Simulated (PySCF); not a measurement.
C3H12O2Si3.
SMILES with atom numbers: `[CH2:1]=[CH:2][CH2:3][SiH:4]([O:5][SiH3:6])[O:7][SiH3:8]` (hydrogens: H9, H10 on C1; H11 on C2; H12, H13 on C3; H14 on Si4; H15, H16, H17 on Si6; H18, H19, H20 on Si8)

Structure used (PBE0-D3(BJ)/def2-SVP), in Å, numbered top down from 1:
```xyz
20
C3H12O2Si3 angstrom
C     -2.0060    1.5804   -0.0819
C     -0.7179    1.6571   -0.4301
C     -0.1207    1.1027   -1.6801
Si     0.8404   -0.4655   -1.3075
O      2.0234   -0.1094   -0.2063
Si     2.4488   -0.1830    1.3950
O     -0.1790   -1.6024   -0.6806
Si    -1.2824   -1.9635    0.5055
H     -2.7525    1.1285   -0.7433
H     -2.3603    1.9745    0.8737
H     -0.0141    2.1208    0.2728
H      0.5779    1.8207   -2.1444
H     -0.8967    0.8623   -2.4261
H      1.4822   -1.0371   -2.5180
H      1.7612    0.9025    2.1579
H      3.9237   -0.0004    1.5000
H      2.0649   -1.5028    1.9805
H     -0.9842   -1.1988    1.7537
H     -2.6643   -1.6433    0.0431
H     -1.1918   -3.4241    0.7945
```

All values: PBE0/pcSseg-1 (PySCF, non-relativistic), on one gas-phase PBE0-D3(BJ)/def2-SVP geometry that isn't relaxed in the solvent. The solvent is an IEF-PCM continuum (van der Waals radii × 1.2). Only the electrostatic response of the medium enters.

Gas phase at PBE0/pcSseg-1: HOMO -7.21 eV, LUMO -0.07 eV, dipole 0.73 D.

Task: What does the continuum do to the energy, the frontier levels and the dipole at PBE0/pcSseg-1 in cyclohexane and chloroform?

Result: 
| solvent | ε | E(solvent) − E(gas) (kJ/mol) | polarisation term (kJ/mol) | distortion of the solute (kJ/mol) | HOMO (eV) | LUMO (eV) | dipole (D) |
| --- | --- | --- | --- | --- | --- | --- | --- |
| cyclohexane | 2.017 | -3.70 | -3.80 | 0.10 | -7.15 | -0.01 | 0.79 |
| chloroform | 4.711 | -6.90 | -7.27 | 0.37 | -7.12 | 0.02 | 0.85 |

The polarisation term is half the interaction of the solute with the surface charges that it induces; the rest is the cost of distorting the solute's density. The sum is the electrostatic part of solvation alone. From cyclohexane to chloroform the lowering changes by a factor 1.87, Onsager's factor (ε − 1)/(2ε + 1) by 1.76 and ε itself by 2.3.

Task: Give the dipole vector in the frame of the coordinates (D, pointing from negative to positive charge), gas and chloroform.

Result: Gas (-0.39, 0.58, 0.21), solvent (-0.45, 0.68, 0.23). Its length changes by +16 % and its direction by 1°.

Task: Which Mulliken charges (PBE0/pcSseg-1) respond most in chloroform (means over atoms taken as equivalent)?

Result: 
| atoms | environment | gas (e) | solvent (e) | change |
| --- | --- | --- | --- | --- |
| C1 | terminal =CH2 carbon | -0.178 | -0.194 | -0.016 |
| C2 | alkene CH carbon | -0.277 | -0.289 | -0.012 |
| H12/H13 | methylene hydrogen | +0.155 | +0.164 | +0.009 |
| H9 | vinylic hydrogen | +0.120 | +0.128 | +0.008 |
| H11 | vinylic hydrogen | +0.128 | +0.135 | +0.007 |
| H10 | vinylic hydrogen | +0.124 | +0.131 | +0.007 |
| O5/O7 | siloxane oxygen | -0.773 | -0.779 | -0.006 |
| Si6/Si8 | oxygen-bound silicon | +0.697 | +0.702 | +0.005 |
| H14 | Si–H hydrogen | -0.125 | -0.128 | -0.003 |
| C3 | sp3 carbon bound to silicon | -0.504 | -0.506 | -0.002 |
| H15 (×6) | Si–H hydrogen | -0.112 | -0.112 | 0.000 |
| Si4 | oxygen-bound silicon | +1.223 | +1.224 | +0.001 |

Task: How do the nuclear quadrupole coupling constants eQVzz/h respond in chloroform?

Result: 
| nucleus | Q (barn) | gas (MHz) | solvent (MHz) | η gas | η solvent |
| --- | --- | --- | --- | --- | --- |
| 17O at O5 | -0.0256 | -6.72 | -6.69 | 0.24 | 0.25 |
| 17O at O7 | -0.0256 | -6.74 | -6.71 | 0.14 | 0.15 |
